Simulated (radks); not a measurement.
Values are calculated unless marked as measured or tabulated.
Species: Ti4+. Configuration: [Ar] (the NIST ground configuration). Code: a radial shooting solver on a logarithmic mesh with Libxc functionals. Model: Dirac Kohn-Sham, PBE, spin-unpolarised, spherical densities, point nucleus.

X-ray form factor f0, the Fourier transform of the density (f0(0) = 18):

sin(theta)/lambda (1/angstrom)  f0 (electrons)
0.05                                    17.810
0.1                                     17.261
0.15                                    16.416
0.2                                     15.363
0.25                                    14.198
0.3                                     13.014
0.4                                     10.856
0.5                                      9.196
0.6                                      8.041
0.8                                      6.679
1                                        5.760
1.25                                     4.678
1.5                                      3.684
2                                        2.307
